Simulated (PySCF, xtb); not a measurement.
C₄H₃Cl₂F, SMILES C(=C\Cl)(F)\C=C/Cl.

GFN2-xTB in xtb at its own geometry gives an orbital gap of 2.97 eV and a dipole moment of 1.51 D.

Coordinates come from a PBE0-D3(BJ)/def2-SVP optimisation. The structure was generated by enumeration; whether it is a known compound was not checked. One conformer was computed; it need not be the lowest.

Question: What does PySCF with PBE/def2-TZVP give? (Estimate from the structure and the level; the computed values follow.)

Answer: gap 3.23 eV (levels -5.72 and -2.49 eV), dipole 1.04 D.
